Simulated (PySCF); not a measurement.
Ti(F)2(OH)2 (F₂H₂O₂Ti), SMILES [OH][Ti]([OH])([F])[F], multiplicity 1.

Geometry: B3LYP-D3(BJ)/def2-SVP. The spin state was assumed, not searched. The structure was generated by enumeration; whether it is a known compound was not checked. The values are those of a single conformer.

All values below come from TDA-ωB97X/def2-SVPD in PySCF.

Vertical excitations. 

Problem. List the lowest excited states. (An estimate is asked for; the answer gives what the named calculation found.)

Solution. 
| state | energy (eV) | λ (nm) | f | main pairs |
|---|---|---|---|---|
| S1 | 6.16 | 201 | 0.001 | HOMO→LUMO 57 %, HOMO−1→LUMO 28 % |
| S2 | 6.22 | 199 | 0.001 | HOMO−1→LUMO 35 %, HOMO−2→LUMO 24 %, HOMO→LUMO+1 14 %, HOMO−1→LUMO+1 13 % |
| S3 | 6.33 | 196 | 0.003 | HOMO→LUMO+1 41 %, HOMO−1→LUMO 28 %, HOMO−2→LUMO+1 12 %, HOMO−2→LUMO 9 % |
| S4 | 6.39 | 194 | 0.003 | HOMO−2→LUMO 56 %, HOMO−1→LUMO+1 17 %, HOMO→LUMO+1 15 % |
| S5 | 6.65 | 187 | 0.008 | HOMO−1→LUMO+1 32 %, HOMO−2→LUMO+1 22 %, HOMO−3→LUMO 19 %, HOMO→LUMO+1 13 % |
| S6 | 6.82 | 182 | 0.022 | HOMO−2→LUMO+1 28 %, HOMO−1→LUMO+1 22 %, HOMO−3→LUMO 19 %, HOMO→LUMO 10 % |
| S7 | 6.97 | 178 | 0.002 | HOMO−3→LUMO+1 79 % |
| S8 | 7.16 | 173 | 0.012 | HOMO−3→LUMO 43 %, HOMO→LUMO+3 16 %, HOMO−2→LUMO+1 14 % |
| S9 | 7.33 | 169 | 0.001 | HOMO−1→LUMO+2 31 %, HOMO−1→LUMO+3 29 %, HOMO→LUMO+2 14 %, HOMO→LUMO+3 9 % |
| S10 | 7.37 | 168 | 0.001 | HOMO→LUMO+3 42 %, HOMO→LUMO+2 16 %, HOMO−1→LUMO+2 14 %, HOMO−1→LUMO+3 9 % |
| T1 | 5.87 | 211 | 0 | HOMO→LUMO 68 %, HOMO−1→LUMO 15 % |
| T2 | 5.93 | 209 | 0 | HOMO→LUMO+1 52 %, HOMO−1→LUMO+1 20 %, HOMO−1→LUMO 9 % |
| T3 | 6.04 | 205 | 0 | HOMO−1→LUMO 52 %, HOMO→LUMO 21 %, HOMO−1→LUMO+1 15 % |
| T4 | 6.08 | 204 | 0 | HOMO−1→LUMO+1 39 %, HOMO−2→LUMO 32 %, HOMO→LUMO+1 16 % |
Triplets are in the Tamm–Dancoff approximation.
